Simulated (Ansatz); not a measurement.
```yaml
crystal:
  periodic: [false, false, false]
  atoms:
    - {symbol: C, position_ang: [-1.651880, 1.479151, 1.746508]}
    - {symbol: C, position_ang: [-0.162556, 1.150037, 1.017318]}
    - {symbol: O, position_ang: [-0.415717, 0.788250, -0.500517]}
    - {symbol: Sb, position_ang: [1.382631, 0.487128, -1.766404]}
    - {symbol: Si, position_ang: [1.392333, -2.399235, -1.458224]}
    - {symbol: H, position_ang: [-2.199655, 2.420703, 1.190873]}
    - {symbol: H, position_ang: [-1.498965, 1.758202, 2.928739]}
    - {symbol: H, position_ang: [-2.388483, 0.506232, 1.667951]}
    - {symbol: H, position_ang: [0.580821, 2.128423, 1.121856]}
    - {symbol: H, position_ang: [0.389759, 0.216857, 1.605187]}
    - {symbol: H, position_ang: [0.319438, 0.321368, -3.351150]}
    - {symbol: H, position_ang: [-0.133687, -3.028816, -1.664175]}
    - {symbol: H, position_ang: [2.431766, -3.075976, -2.573665]}
    - {symbol: H, position_ang: [1.939638, -2.785028, 0.067847]}
basis:
  gaussian: {orbitals: def2-mTZVP, point_charges: [{charge: 1.00, position_ang: [5.540, 0.871, 0.775]}]}
magnetization: {spin_polarized: true, initial_magnetization: 1}
hamiltonian: {xc: {name: PBE}, dispersion: d4, pseudopotentials: {relativity: scalar}}
output: {forces: true}
```

```sh
$ ansatz run in.yaml --threads 4 --pin off --events-out ev --progress --plain --max-ram 11315MiB
```

Shortened log:

```
Error: a molecule whose nuclei and cores have a total charge of 66 cannot have a net charge of 0 together with 1 unpaired electrons
```

Problem. What is wrong with this run?

Solution. The number of unpaired electrons doesn't fit the electron count. The program refused the input.
